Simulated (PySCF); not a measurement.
## Electron correlation in I³⁺ (iodine, charge +3)

[Kr] 4d10 5s2 5p2, high-spin 3P determinant. Computed with PySCF 2.14 in x2c-QZVPPall (13s9p7d4f1g, 112 functions), with scalar relativity by spin-free X2C-1e. Frozen: [Ar] 3d10; 22 electrons correlated.

MP2 pair energies summed by pair of shells (mhartree):

```
 pair   energy  share (%)
4d-4d  -338.07       46.4
4p-4d  -102.80       14.1
4d-5s   -78.65       10.8
4d-5p   -51.82        7.1
4p-4p   -38.64        5.3
5s-5p   -34.09        4.7
4s-4d   -27.94        3.8
5s-5s   -14.46        2.0
4s-4p   -13.87        1.9
4p-5s   -11.07        1.5
4p-5p    -6.49        0.9
5p-5p    -5.08        0.7
4s-4s    -3.33        0.5
4s-5s    -1.43        0.2
4s-5p    -0.90        0.1
```

Total MP2 correlation energy: -728.64 mhartree.

Same-spin part -254.81 and opposite-spin part -473.83 mhartree; SCS-MP2 scales them by 1/3 and 6/5 to -653.53 mhartree.

This basis was not built for core-valence correlation, so the inner-shell part is incomplete.
